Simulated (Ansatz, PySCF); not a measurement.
BClBr2, SMILES ClB(Br)Br.

Geometry optimised at PBE0-D3(BJ)/def2-SVP.

Vertical ionisation energy (IE) and electron affinity (EA) in eV. Rows of orbital energies are one-electron estimates. Where ΔSCF, EOM or ADC give a negative EA the extra electron is unbound and the value depends on the basis.

| level | IE | EA |
|---|---|---|
| −ε(HOMO), −ε(LUMO), r2SCAN/def2-TZVPD (PySCF) | 7.50 | 2.65 |
| −ε(HOMO), −ε(LUMO), PBE/def2-TZVPD (PySCF) | 7.18 | 2.91 |
| ΔSCF, PBE0/def2-SVPD (Ansatz), final states of multiplicity 2 and 2 | 10.60 | 0.39 |
| ΔSCF, PBE/def2-SVPD (Ansatz), final states of multiplicity 2 and 2 | 10.13 | 0.30 |

Question: What vertical singlet–triplet gap does ΔSCF give with PBE0/def2-SVPD (Ansatz, a program for electronic structure) and with PBE/def2-SVPD (Ansatz)? (The exact figures need the calculation; the answer reports its results.)

Answer: 4.71 and 4.36 eV (triplet above singlet where positive).
